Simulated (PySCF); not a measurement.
A GIAO shielding run with PySCF 2.14 (density fitting, non-relativistic, gas phase) on SMILES CS[SiH2]C1=C[C@@H](F)[C@@H]1F, C5H8F2SSi:

```
$ OMP_NUM_THREADS=1 python probes_run.py task.json out

{"job": {"kind": "nmr", "xc": "PBE0", "basis": "pcSseg-1"}, "charge": 0, "multiplicity": 1}
C      3.709536     0.009188     0.068015
S      2.113099     0.706926    -0.459853
Si     0.805064    -0.579572     0.639726
C     -0.918981     0.006714     0.241282
C     -1.493204     1.013515    -0.429363
C     -2.884418     0.693387     0.041417
F     -3.828179     0.429990    -0.916801
C     -2.244295    -0.548845     0.707864
F     -2.415125    -0.652141     2.063389
H      3.786263    -1.019831    -0.267421
H      4.484355     0.609812    -0.395613
H      3.793492     0.065035     1.148167
H      0.994061    -1.960575     0.193948
H      1.086782    -0.444586     2.067170
H     -1.123006     1.783281    -1.078144
H     -3.325524     1.400822     0.749152
H     -2.546917    -1.501089     0.266618
```

Hardware: 1 thread of an Arm Neoverse V2, shared host. The job also computes population analyses, field gradients, ring-centre shieldings.

Problem. How large is the calculation?

Solution. 86 electrons, 207 basis functions and 1119 auxiliary functions.

Problem. How long does it take, and how much memory does it need?

Solution. 47 s of wall time, with 13 SCF cycles and 5 response iterations; peak memory 0.92 GiB. Times on a shared host scatter by some tens of per cent.
